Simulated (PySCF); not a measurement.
HgI$_{2}$, quintet, geometry from GFN2-xTB of the parent state (such geometries of metal compounds can be far from the true shape) (a higher spin typed on purpose: for a closed-shell molecule this is an excited state) (core potentials on Hg, I); R2SCAN/def2-SV(P) in PySCF.

The PySCF input:
```python
from pyscf import gto, scf, dft

mol = gto.Mole()
mol.atom = '''
    Hg    0.000000    0.000000    0.000000
    I     0.000000    0.000000    2.591459
    I    -0.000000   -0.000000   -2.591459
'''
mol.basis = 'def2-sv(p)'
mol.ecp = {'Hg': 'def2-sv(p)', 'I': 'def2-sv(p)'}
mol.charge = 0
mol.spin = 4
mol.verbose = 4
mol.build()

mf = dft.ROKS(mol)
mf.xc = 'r2scan'
mf.kernel()
```

Task: Write the output that PySCF gives for this input, abridged.

Result: 
```
PySCF version 2.14.0

[INPUT] verbose = 4
[INPUT] num. atoms = 3
[INPUT] num. electrons = 70
[INPUT] charge = 0
[INPUT] spin (= nelec alpha-beta = 2S) = 4
[INPUT] symmetry False subgroup None
[INPUT] Mole.unit = angstrom
[INPUT] Symbol           X                Y                Z      unit          X                Y                Z       unit  Magmom
[...]
nuclear repulsion = 268.013149863648
number of shells = 31
number of NR pGTOs = 172
number of NR cGTOs = 77
basis = def2-sv(p)
ecp = {'Hg': 'def2-sv(p)', 'I': 'def2-sv(p)'}

******** <class 'pyscf.dft.roks.ROKS'> ********
method = ROKS
initial guess = minao
damping factor = 0
level_shift factor = 0
DIIS = <class 'pyscf.scf.diis.CDIIS'>
diis_start_cycle = 1
diis_space = 8
diis_damp = 0
SCF conv_tol = 1e-09
SCF conv_tol_grad = None
SCF max_cycles = 50
direct_scf = True
direct_scf_tol = 1e-13
num. doubly occ = 33  num. singly occ = 4
XC library pyscf.dft.libxc version 7.1.2
    S. Lehtola, C. Steigemann, M. J. T. Oliveira, and M. A. L. Marques,  SoftwareX 7, 1–5 (2018)
XC functionals = r2scan
    J. W. Furness, A. D. Kaplan, J. Ning, J. P. Perdew, and J. Sun,  J. Phys. Chem. Lett. 11, 8208–8215 (2020)
    J. W. Furness, A. D. Kaplan, J. Ning, J. P. Perdew, and J. Sun,  J. Phys. Chem. Lett. 11, 9248–9248 (2020)
    J. W. Furness, A. D. Kaplan, J. Ning, J. P. Perdew, and J. Sun,  J. Phys. Chem. Lett. 11, 8208–8215 (2020)
    J. W. Furness, A. D. Kaplan, J. Ning, J. P. Perdew, and J. Sun,  J. Phys. Chem. Lett. 11, 9248–9248 (2020)
radial grids:
    Treutler-Ahlrichs [JCP 102, 346 (1995); DOI:10.1063/1.469408] (M4) radial grids

becke partition: Becke, JCP 88, 2547 (1988); DOI:10.1063/1.454033
pruning grids: <function nwchem_prune>
grids dens level: 3
symmetrized grids: False
atomic radii adjust function: <function treutler_atomic_radii_adjust>
small_rho_cutoff = 0
Set gradient conv threshold to 3.16228e-05
tot grids = 67664
init E= -674.267482750458

WARN: HOMO -1.14823243226994 >= LUMO -1.14823243226993

cycle= 1 E= -746.069561165829  delta_E= -71.8  |g|= 4.08  |ddm|= 14.4
[...]
cycle= 2 E= -742.854095246133  delta_E= 3.22  |g|=  4.9  |ddm|= 9.27

WARN: HOMO -0.126768135957956 >= LUMO -0.238918425876151

cycle= 3 E= -747.128132646024  delta_E= -4.27  |g|=  2.1  |ddm|= 6.31

WARN: HOMO 0.095992905331034 >= LUMO 0.00326146515407129

cycle= 4 E= -748.708159721316  delta_E= -1.58  |g|= 0.435  |ddm|= 7.35

WARN: HOMO -0.0471255132017414 >= LUMO -0.0466732491368099

cycle= 5 E= -748.897536625402  delta_E= -0.189  |g|= 0.283  |ddm|= 6.54

WARN: HOMO -0.0255658703947093 >= LUMO -0.0280464756482697

cycle= 6 E= -748.935281190221  delta_E= -0.0377  |g|= 0.067  |ddm|= 0.398

WARN: HOMO -0.0241971252883088 >= LUMO -0.0266125628585763

cycle= 7 E= -748.937130451765  delta_E= -0.00185  |g|= 0.0176  |ddm|= 0.11

WARN: HOMO -0.0223663224222547 >= LUMO -0.0246095784205211

cycle= 8 E= -748.937318306057  delta_E= -0.000188  |g|= 0.000859  |ddm|= 0.0477

WARN: HOMO -0.0226115513107186 >= LUMO -0.0249188052684212

cycle= 9 E= -748.937318201464  delta_E= 1.05e-07  |g|= 0.000718  |ddm|= 0.0176

WARN: HOMO -0.0225821735316833 >= LUMO -0.0248919563987126

cycle= 10 E= -748.937270410457  delta_E= 4.78e-05  |g|= 0.00762  |ddm|= 0.0191

WARN: HOMO -0.0225725483863073 >= LUMO -0.0248841533244262

cycle= 11 E= -748.937318061105  delta_E= -4.77e-05  |g|= 0.00042  |ddm|= 0.0123

WARN: HOMO -0.0225687895065824 >= LUMO -0.0248796629435663

cycle= 12 E= -748.937317973276  delta_E= 8.78e-08  |g|= 0.000425  |ddm|= 0.00563

WARN: HOMO -0.0225487696189402 >= LUMO -0.0248850881026165

cycle= 13 E= -748.937318714794  delta_E= -7.42e-07  |g|= 0.00064  |ddm|= 0.134

WARN: HOMO -0.0225506759903113 >= LUMO -0.024888707850757

cycle= 14 E= -748.937317378622  delta_E= 1.34e-06  |g|= 0.000777  |ddm|= 0.149

WARN: HOMO -0.022555640799219 >= LUMO -0.0249040209196115

cycle= 15 E= -748.937316193446  delta_E= 1.19e-06  |g|= 0.000397  |ddm|= 0.242

WARN: HOMO -0.0225783763877709 >= LUMO -0.0248799241332365

cycle= 16 E= -748.937319285501  delta_E= -3.09e-06  |g|= 0.000123  |ddm|= 0.115

WARN: HOMO -0.0225771357981213 >= LUMO -0.0248765862746507

cycle= 17 E= -748.937319324971  delta_E= -3.95e-08  |g|= 9.04e-05  |ddm|= 0.0166

WARN: HOMO -0.022574622698238 >= LUMO -0.0248776151446703

cycle= 18 E= -748.937319321576  delta_E= 3.39e-09  |g|= 3.84e-05  |ddm|= 0.00476

WARN: HOMO -0.0225737727689364 >= LUMO -0.0248787187574793

cycle= 19 E= -748.937319330853  delta_E= -9.28e-09  |g|= 4.69e-05  |ddm|= 0.0107

WARN: HOMO -0.0225738965174852 >= LUMO -0.0248787894455111

cycle= 20 E= -748.937319333057  delta_E= -2.2e-09  |g|= 2.46e-05  |ddm|= 0.000974

WARN: HOMO -0.0225733537012989 >= LUMO -0.0248792589420948

cycle= 21 E= -748.937319332106  delta_E= 9.51e-10  |g|= 1.68e-05  |ddm|= 0.00129

WARN: HOMO -0.022572041482537 >= LUMO -0.0248800206343454

Extra cycle  E= -748.937319330316  delta_E= 1.79e-09  |g|= 2.44e-05  |ddm|= 0.00107
converged SCF energy = -748.937319330316
```
